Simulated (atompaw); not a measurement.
**An all-electron radial function and its pseudo partner (N (Z = 7))**

Columns: radius, all-electron u(r) and pseudo u(r) of the 2p shell (level -7.46 eV) of nitrogen in the configuration [He] 2s1 2p4; PBEsol, non-relativistic, PAW (atompaw) scheme, atompaw 4.2.0.5.

| r (bohr) | all-electron | pseudo |
| --- | --- | --- |
| 0.077 | 0.0465 | 0.0065 |
| 0.154 | 0.1458 | 0.0257 |
| 0.231 | 0.2607 | 0.0567 |
| 0.308 | 0.3727 | 0.0984 |
| 0.385 | 0.4732 | 0.1489 |
| 0.462 | 0.5589 | 0.2063 |
| 0.538 | 0.6283 | 0.2673 |
| 0.615 | 0.6838 | 0.3313 |
| 0.692 | 0.7254 | 0.3949 |
| 0.769 | 0.7544 | 0.4561 |
| 0.846 | 0.7725 | 0.5126 |
| 0.923 | 0.7814 | 0.5627 |
| 1.000 | 0.7825 | 0.6051 |
| 1.077 | 0.7773 | 0.6388 |
| 1.154 | 0.7670 | 0.6634 |
| 1.231 | 0.7527 | 0.6788 |
| 1.308 | 0.7352 | 0.6855 |
| 1.385 | 0.7153 | 0.6841 |
| 1.462 | 0.6937 | 0.6758 |
| 1.538 | 0.6712 | 0.6620 |
| 1.615 | 0.6475 | 0.6437 |
| 1.692 | 0.6234 | 0.6222 |
| 1.769 | 0.5990 | 0.5989 |
| 1.846 | 0.5747 | 0.5748 |
| 1.923 | 0.5506 | 0.5506 |
| 2.000 | 0.5268 | 0.5268 |

How many radial nodes do the two functions have?

The all-electron 2p function has n − l − 1 = 0; the pseudo-wave has 0.

Is the pseudo-wave norm-conserving?

No, it belongs to a PAW set: the norm inside the radius is not constrained, and the difference is carried by the augmentation charge.
